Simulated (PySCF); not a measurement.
C₃H₉NOSi, SMILES C/C=C/[Si@@H](N)O.

The structure is a stationary point at ωB97X-D3(BJ)/def2-SVP. The structure was generated by enumeration; whether it is a known compound was not checked. The values are those of a single conformer.

Level of theory: CAM-B3LYP/def2-TZVP (PySCF).

Gas-phase values at a fixed geometry.

```json
{
  "total_energy": "-539.27639 hartree",
  "highest_occupied_level": "-8.75 eV",
  "lowest_empty_level": "0.95 eV",
  "orbital_gap": "9.70 eV",
  "dipole_moment": "0.75 D",
  "quadrupole, principal values (traceless, Buckingham form, about the centre of nuclear charge)": "-8.08, 2.54, 5.54 D·Å",
  "mean_static_polarisability": "72.5 bohr³ (10.74 Å³)",
  "polarisability_principal_values": "59.1, 65.1, 93.2 bohr³"
}
```
